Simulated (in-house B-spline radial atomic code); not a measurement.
Configurations of Eu3+, with energies counted from [Xe] 4f6. Level of theory: scalar-relativistic (X2C) revTPSS, spin-polarised, spherical fractional occupations, Fermi nucleus of rms radius 5.1115 fm; calculated with a B-spline radial code for spherical atoms. Shells without spins written out take the highest spin.

Occupations are held fixed; configurations that lie above the ionisation limit could autoionise.

```
                                                  configuration  E - E(ref) (eV)  highest orbital  its <r> (bohr)
                                          [Xe] 4f(2 up, 4 down)           6.7246            4f up          0.8849
                         [Xe] 4f(2 up, 3 down) 5d(1 up, 0 down)           18.224            5d up           2.082
                                                   [Xe] 4f5 6d1           28.544            6d up           4.679
                                           [Kr] 4d9 4f7 5s2 5p6           127.38            4f up          0.8494
                                       [Kr] 4d9 4f6 5s2 5p6 6s1           145.46            6s up           3.026
[Kr] 4d(4 up, 5 down) 4f(0 up, 6 down) 5s2 5p6 6f(1 up, 0 down)           164.19            6f up           7.426
[Kr] 4d(5 up, 4 down) 4f(4 up, 2 down) 5s2 5p6 5f(0 up, 1 down)           168.76          5f down           4.277
```

(1) Order these further configurations by energy, lowest first.
A. [Kr] 4d9 4f6 5s2 5p6 6d1
B. [Xe] 4f(4 up, 1 down) 6s(1 up, 0 down)
C. [Kr] 4d10 4f6 5s2 5p5 6f1
D. [Xe] 4f5 5f1
E. [Kr] 4d10 4f7 5s2 5p5

(2) How far above the reference does [Xe] 4f5 6p1 lie?

(3) How far above the reference does [Kr] 4d9 4f6 5s2 5p6 6p1 lie?

(4) How far above the reference does [Kr] 4d10 4f6 5s2 5p5 6d1 lie?

Results:

(1) E (15.923 eV), B (20.064 eV), D (30.157 eV), C (46.908 eV), A (157.72 eV).

(2) 21.804 eV; its least bound orbital is 6p up with <r> = 3.56 bohr.

(3) 150.95 eV; its least bound orbital is 6p up with <r> = 3.549 bohr.

(4) 40.62 eV; its least bound orbital is 6d up with <r> = 4.711 bohr.
